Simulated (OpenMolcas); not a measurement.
Ir5+ among 5 point charges of -1 e arranged as a trigonal bipyramid (D3h), 2.22 Å from the ion, with the axial distance 1.798 Å.
```
   2.2200    0.0000    0.0000  -1.00
  -1.1100    1.9226    0.0000  -1.00
  -1.1100   -1.9226    0.0000  -1.00
   0.0000    0.0000    1.7982  -1.00
   0.0000    0.0000   -1.7982  -1.00
```

* Program: OpenMolcas
* Method: CASSCF
* Basis: ANO-RCC-VDZP [7s6p4d2f]
* Scalar Hamiltonian: DKH2, point nucleus
* Active space: 4 electrons in 5 orbitals (5d)
* State averaging: 2S+1 = 5 even, 5 roots; 2S+1 = 3 even, 45 roots; 2S+1 = 1 even, 50 roots
* Spin-orbit coupling: RASSI with atomic mean-field integrals over the reference wave functions

**Question.** What is the spin-free ground state (labels of D3, the rotations of D3h)?

**Answer.** 5A1, 1-fold in its orbital part, 100 % from free-ion D terms; it has the highest spin that d4 allows.

**Question.** Where is the first state of the same spin?

**Answer.** 5E at 6240 cm-1 above the ground state.

**Question.** What are the lowest two levels with spin-orbit coupling?

**Answer.** A 1-fold level A1, then a 2-fold level E 3920 cm-1 above it. Their leading multiplicities are 5 (68 %) and 5 (86 %).

**Question.** What is χT at 300 K?

**Answer.** 0.08 cm3 K/mol.

Spin-orbit coupling mixes the spin-free states strongly: the lowest level takes only 34 % from its leading state, 5A1. Without dynamic correlation the repulsion within the d shell is too large (B by tens of per cent), so at a given field states of lower spin stand too high. Point charges give a weaker field than real ligands, and real ions of this kind are as a rule low spin; the high spin found here belongs to the model. This is an electrostatic model: the charges have no orbitals. No measured value stands beside these numbers.
